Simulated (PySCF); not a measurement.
PySCF job for ClH₂Si, SMILES [SiH2]Cl (connectivity only; charge and spin as stated), charge +1, multiplicity 1, TDA-ωB97X/def2-TZVPD. Geometry: PBE-D3(BJ)/def2-TZVP. The spin state was assumed, not searched. The isomer is the one that the SMILES or the coordinates give; other isomers of the formula were not compared.

```python
import numpy as np
from pyscf import gto, scf, dft, tdscf

mol = gto.M(
    atom='''
    Si    0.00000000    0.00000000   -0.96839033
    Cl    0.00000000   -0.00000000    0.99331895
    H     0.00000000   -1.30832943   -1.66447879
    H     0.00000000    1.30832942   -1.66447879
    ''',
    basis='def2-TZVPD',
    charge=1,
    spin=0,
    symmetry=True,
    max_memory=1600,
    verbose=4,
)
mf = dft.RKS(mol, xc='wb97x').density_fit(auxbasis='def2-universal-jkfit')
mf.grids.level = 3
mf.conv_tol = 1e-9
mf.max_cycle = 100
mf.kernel()
mf.grids = dft.Grids(mol).set(level=1).build(with_non0tab=True)  # coarser grid for the response kernel
td = tdscf.TDA(mf)
td.singlet = True
td.nstates = 10
td.conv_tol = 1e-4
td.kernel(x0=td.get_init_guess(mf, 15))
td.analyze()
tt = tdscf.TDA(mf)
tt.singlet = False
tt.nstates = 4
tt.conv_tol = 1e-4
tt.kernel(x0=tt.get_init_guess(mf, 9))
tt.analyze(verbose=3)
```

It prints:

```
PySCF version 2.14.0

[INPUT] verbose = 4
[INPUT] num. atoms = 4
[INPUT] num. electrons = 32
[INPUT] charge = 1
[INPUT] spin (= nelec alpha-beta = 2S) = 0
[INPUT] symmetry True subgroup None
[INPUT] Mole.unit = angstrom
[INPUT] Symbol           X                Y                Z      unit          X                Y                Z       unit  Magmom
[INPUT]  1 Si     0.000000000000   0.000000000000  -0.968390330000 AA    0.000000000000   0.000000000000  -1.829992505377 Bohr   0.0
[INPUT]  2 Cl     0.000000000000   0.000000000000   0.993318950000 AA    0.000000000000   0.000000000000   1.877100769841 Bohr   0.0
[INPUT]  3 H      0.000000000000  -1.308329430000  -1.664478790000 AA    0.000000000000  -2.472384303408  -3.145409053247 Bohr   0.0
[INPUT]  4 H      0.000000000000   1.308329420000  -1.664478790000 AA    0.000000000000   2.472384284511  -3.145409053247 Bohr   0.0

nuclear repulsion = 80.4750935236739
point group symmetry = C2v
symmetry origin: [ 0.00000000e+00 -5.72644275e-10 -2.86322144e-09]
symmetry axis x: [1. 0. 0.]
symmetry axis y: [ 0.00000000e+00  1.00000000e+00 -5.19823947e-10]
symmetry axis z: [0.00000000e+00 5.19823947e-10 1.00000000e+00]
num. orbitals of irrep A1 = 46
num. orbitals of irrep A2 = 10
num. orbitals of irrep B1 = 23
num. orbitals of irrep B2 = 28
number of shells = 41
number of NR pGTOs = 163
number of NR cGTOs = 107
basis = def2-TZVPD
ecp = {}


[settings echo left out]
init E= -750.89949427922
HOMO (B2) = -0.386896578098318  LUMO (B1) = -0.0985765145031525  gap/eV = 7.84559
cycle= 1 E= -750.544827775926  delta_E= 0.355  |g|= 0.408  |ddm|= 1.45
HOMO (B2) = -0.675209241075649  LUMO (B1) = -0.339389844260682  gap/eV = 9.13811
cycle= 2 E= -750.587580298142  delta_E= -0.0428  |g|= 0.307  |ddm|= 0.648
HOMO (B2) = -0.68802010723794  LUMO (B1) = -0.2842920016786  gap/eV = 10.98600
cycle= 3 E= -750.608943324387  delta_E= -0.0214  |g|= 0.0418  |ddm|= 0.259
HOMO (B2) = -0.674602186256704  LUMO (B1) = -0.270634650721968  gap/eV = 10.99252
cycle= 4 E= -750.609252451898  delta_E= -0.000309  |g|= 0.0117  |ddm|= 0.0604
HOMO (B2) = -0.674868920199295  LUMO (B1) = -0.268594272851278  gap/eV = 11.05530
cycle= 5 E= -750.609285410036  delta_E= -3.3e-05  |g|= 0.00252  |ddm|= 0.0152
HOMO (B2) = -0.674378594395659  LUMO (B1) = -0.268703356007767  gap/eV = 11.03899
cycle= 6 E= -750.609287731429  delta_E= -2.32e-06  |g|= 0.000311  |ddm|= 0.00468
HOMO (B2) = -0.674454233656504  LUMO (B1) = -0.268736382292498  gap/eV = 11.04015
cycle= 7 E= -750.609287785774  delta_E= -5.43e-08  |g|= 9.1e-05  |ddm|= 0.000583
HOMO (B2) = -0.674441138116912  LUMO (B1) = -0.268728008235946  gap/eV = 11.04002
cycle= 8 E= -750.609287790843  delta_E= -5.07e-09  |g|= 2.81e-05  |ddm|= 0.000125
HOMO (B2) = -0.674444002161577  LUMO (B1) = -0.268729129765674  gap/eV = 11.04006
cycle= 9 E= -750.609287791457  delta_E= -6.13e-10  |g|= 6.86e-06  |ddm|= 4.6e-05
HOMO (B2) = -0.674445979685967  LUMO (B1) = -0.268728902087525  gap/eV = 11.04012
Extra cycle  E= -750.609287791483  delta_E= -2.61e-11  |g|= 3.88e-06  |ddm|= 1.16e-05
converged SCF energy = -750.609287791483
tot grids = 17672


******** <class 'pyscf.tdscf.rks.TDA'> for <class 'pyscf.df.df_jk.DFSymAdaptedRKS'> ********
nstates = 10 singlet
deg_eia_thresh = 1.000e-03
wfnsym = None
conv_tol = 0.0001
eigh lindep = 1e-12
eigh level_shift = 0
eigh max_cycle = 100


Excitation energies (eV)
[ 5.05205781  6.77965116  7.02396953  7.29473818  8.12479767  8.74828376
  9.62433959 10.37339047 10.40823581 10.55661284]

** Singlet excitation energies and oscillator strengths **
Excited State   1:   A2      5.05206 eV    245.41 nm  f=0.0000
      16 -> 17       -0.70011
Excited State   2:   A1      6.77965 eV    182.88 nm  f=0.0809
      14 -> 18       -0.11970
      15 -> 17       -0.67748
      16 -> 21        0.10682
Excited State   3:   A2      7.02397 eV    176.52 nm  f=0.0000
      13 -> 17        0.70019
Excited State   4:   B1      7.29474 eV    169.96 nm  f=0.0052
      14 -> 17        0.70035
Excited State   5:   B2      8.12480 eV    152.60 nm  f=0.0336
      16 -> 18       -0.66238
      16 -> 19        0.19632
Excited State   6:   B1      8.74828 eV    141.72 nm  f=0.0310
      15 -> 18        0.68440
Excited State   7:   B2      9.62434 eV    128.82 nm  f=0.0268
      13 -> 18        0.16224
      16 -> 18        0.18581
      16 -> 19        0.64711
Excited State   8:   A1     10.37339 eV    119.52 nm  f=0.0237
      14 -> 18       -0.51402
      16 -> 21       -0.45764
      16 -> 24       -0.10090
Excited State   9:   B2     10.40824 eV    119.12 nm  f=0.0453
      13 -> 18        0.63990
      13 -> 19       -0.18797
      16 -> 19       -0.15499
Excited State  10:   B1     10.55661 eV    117.45 nm  f=0.0069
      15 -> 19        0.69266

** Transition electric dipole moments (AU) **
state          X           Y           Z        Dip. S.      Osc.
  1         0.0000      0.0000      0.0000      0.0000      0.0000
  2        -0.0000     -0.0000      0.6979      0.4871      0.0809
  3         0.0000      0.0000     -0.0000      0.0000      0.0000
  4         0.1700      0.0000     -0.0000      0.0289      0.0052
  5        -0.0000     -0.4108      0.0000      0.1688      0.0336
  6         0.3805     -0.0000     -0.0000      0.1448      0.0310
  7        -0.0000      0.3372      0.0000      0.1137      0.0268
  8        -0.0000      0.0000     -0.3051      0.0931      0.0237
  9         0.0000     -0.4214     -0.0000      0.1776      0.0453
 10        -0.1636      0.0000     -0.0000      0.0268      0.0069

** Transition velocity dipole moments (imaginary part, AU) **
state          X           Y           Z        Dip. S.      Osc.
  1         0.0000     -0.0000      0.0000      0.0000      0.0000
  2        -0.0000     -0.0000      0.0333      0.0011      0.0030
  3         0.0000     -0.0000     -0.0000      0.0000      0.0000
  4         0.0477     -0.0000     -0.0000      0.0023      0.0057
  5        -0.0000     -0.1544      0.0000      0.0238      0.0533
  6         0.1207     -0.0000     -0.0000      0.0146      0.0302
  7        -0.0000      0.0893      0.0000      0.0080      0.0150
  8        -0.0000      0.0000     -0.1171      0.0137      0.0240
  9         0.0000     -0.1119      0.0000      0.0125      0.0218
 10        -0.0825      0.0000     -0.0000      0.0068      0.0117

** Transition magnetic dipole moments (imaginary part, AU) **
state          X           Y           Z
  1         0.0000      0.0000      0.9458
  2        -0.0000      0.0000     -0.0000
  3         0.0000      0.0000      0.9109
  4         0.0000      1.4296      0.0000
  5        -0.4815     -0.0000     -0.0000
  6        -0.0000     -0.1522      0.0000
  7        -1.9746      0.0000     -0.0000
  8         0.0000     -0.0000      0.0000
  9         0.0617      0.0000      0.0000
 10         0.0000     -0.0085      0.0000


******** <class 'pyscf.tdscf.rks.TDA'> for <class 'pyscf.df.df_jk.DFSymAdaptedRKS'> ********
nstates = 4 triplet
deg_eia_thresh = 1.000e-03
wfnsym = None
conv_tol = 0.0001
eigh lindep = 1e-12
eigh level_shift = 0
eigh max_cycle = 100


Excitation energies (eV)
[4.74729468 5.45936988 6.50089341 6.69599204]

** Triplet excitation energies and oscillator strengths **
Excited State   1:   A2      4.74729 eV    261.17 nm  f=0.0000
Excited State   2:   A1      5.45937 eV    227.10 nm  f=0.0000
Excited State   3:   A2      6.50089 eV    190.72 nm  f=0.0000
Excited State   4:   B1      6.69599 eV    185.16 nm  f=0.0000
```

The calculation finished and met its thresholds.

Cost: roughly 50 core-seconds.
